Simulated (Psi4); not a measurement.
H5Si2 (SMILES [SiH2][SiH3]), doublet, geometry from GFN2-xTB; CCSD/6-31G in Psi4.

Here is a job for Psi4.
```
memory 2 GB

molecule mol {
0 2
  Si   -0.006946    0.011026    1.175022
  Si    0.005770    0.036761   -1.095389
  H    -1.168779   -0.491957    1.911681
  H     1.160872   -0.457016    1.925124
  H     0.029161   -1.241944   -1.825373
  H    -1.190263    0.743133   -1.570000
  H     1.185476    0.778766   -1.556291
}

set basis 6-31g
set reference uhf

energy('ccsd')
print_variables()
```

It wrote (shortened):

```
   => Loading Basis Set <=

    Name: 6-31G
    Role: ORBITAL
    Keyword: BASIS

         ---------------------------------------------------------
                                   SCF
               by Justin Turney, Rob Parrish, Andy Simmonett
                          and Daniel G. A. Smith
                              UHF Reference
         ---------------------------------------------------------

  ==> Geometry <==

    Molecular point group: c1
    Full point group: C1

    Geometry (in Angstrom), charge = 0, multiplicity = 2:

       Center              X                  Y                   Z               Mass
    ------------   -----------------  -----------------  -----------------  -----------------
         SI          -0.006678673969     0.000161137845     1.156916575160    27.976926534650
         SI           0.006037326031     0.025896137845    -1.113494424840    27.976926534650
         H           -1.168511673969    -0.502821862155     1.893575575160     1.007825032230
         H            1.161139326031    -0.467880862155     1.907018575160     1.007825032230
         H            0.029428326031    -1.252808862155    -1.843478424840     1.007825032230
         H           -1.189995673969     0.732268137845    -1.588105424840     1.007825032230
         H            1.185743326031     0.767901137845    -1.574396424840     1.007825032230

  Running in c1 symmetry.

  Rotational constants: A =      1.93697  B =      0.18507  C =      0.18020 [cm^-1]
  Rotational constants: A =  58068.80818  B =   5548.13579  C =   5402.36722 [MHz]
  Nuclear repulsion =   84.236379207481008

  Charge       = 0
  Multiplicity = 2
  Electrons    = 33
  Nalpha       = 17
  Nbeta        = 16

  ==> Algorithm <==

  SCF Algorithm Type is PK.
  DIIS enabled.
  MOM disabled.
  Fractional occupation disabled.
  Guess Type is SAD.
  Energy threshold   = 1.00e-08
  Density threshold  = 1.00e-08
  Integral threshold = 1.00e-12

  ==> Primary Basis <==

  Basis Set: 6-31G
    Blend: 6-31G
    Number of shells: 24
    Number of basis functions: 36
    Number of Cartesian functions: 36
    Spherical Harmonics?: false
    Max angular momentum: 1

  ==> Integral Setup <==

  Using in-core PK algorithm.
   Calculation information:
      Number of atoms:                   7
      Number of AO shells:              24
      Number of primitives:             72
      Number of atomic orbitals:        36
      Number of basis functions:        36

[...]
  @UHF Final Energy:  -580.60659504129603
    Total Energy =                       -580.6065950412961456
[...]
             13   3        -0.0064017569
             11   0         0.0056205760
             14  16        -0.0052367414

    Largest TIJAB Amplitudes:
     16  15   2   0        -0.0192816415
     15  14   1   0        -0.0139831527
     15  12   3   1        -0.0137321665
     16  15  12  10        -0.0092071549
     15  11   6   0         0.0090525855
     16  15  12   7         0.0085896201
     13  12   4   2        -0.0085725621
     16  14   1   0         0.0077968292
     16  14  11  10         0.0075597446
     16  12  10   8        -0.0072212257

    Largest Tijab Amplitudes:
     15  14   2   1         0.0131855670
     15  12   4   1        -0.0128516974
     15  13   2   0        -0.0122033745
     13  12   5   3        -0.0089357706
     13  12  10   8        -0.0084995272
     15  11   7   2         0.0081965456
     13  10  10   6         0.0080414496
     15  13  10   9         0.0075328387
     14  13   3   1        -0.0072457331
     15  11  12   7         0.0064152483

    Largest TIjAb Amplitudes:
     15  15   0   2        -0.0348596623
     13  13   2   3        -0.0326662995
     14  14   1   1        -0.0312687983
     12  12   1   1        -0.0308400035
     15  15   1   1        -0.0275728313
     13  13   5   6         0.0247471130
     16  11   2   0        -0.0245519176
     13  13   9  10        -0.0228807062
     13  13   2   0         0.0218867823
     15  15   0  14        -0.0200214788

    SCF energy       (wfn)                    = -580.606595041296032
    Reference energy (file100)                = -580.606595041295350

    Opposite-spin MP2 correlation energy      =   -0.093231593698946
    Same-spin MP2 correlation energy          =   -0.013367979560172
    Singles MP2 correlation energy            =   -0.000000000000000
    MP2 correlation energy                    =   -0.106599573259118
      * MP2 total energy                      = -580.713194614554482

    Opposite-spin CCSD correlation energy     =   -0.126578609139363
    Same-spin CCSD correlation energy         =   -0.014464950657201
    Singles CCSD correlation energy           =    0.000000000000000
    CCSD correlation energy                   =   -0.141043559796564
      * CCSD total energy                     = -580.747638601091921

  Variable Map:
  ----------------------------------------------------------------------------
[...]
  Array Variable Map:
  ----------------------------------------------------------------------------
[...]
[...]
```
